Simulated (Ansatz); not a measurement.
Cs₂Cl₂. Total charge 0; singlet. Geometry PBE-D4/def2-TZVP; atoms count from 1.

```xyz
4

Cs   -1.525    0.953   -1.441
Cs    1.525   -0.953    1.441
Cl    1.151   -0.717   -1.692
Cl   -1.151    0.717    1.692
```

In the def2 sets Cs takes a core potential; there is no spin–orbit coupling. The structure comes from a short search, and lower isomers may exist.

**Question.** Estimate the Mulliken populations from the PBE0/def2-TZVP orbitals of Ansatz.

**Answer.** 
| atom | charge (e) |
| --- | --- |
| Cs1 | 0.75 |
| Cs2 | 0.75 |
| Cl3 | -0.75 |
| Cl4 | -0.75 |
Mulliken values and Mayer orders depend strongly on the basis.
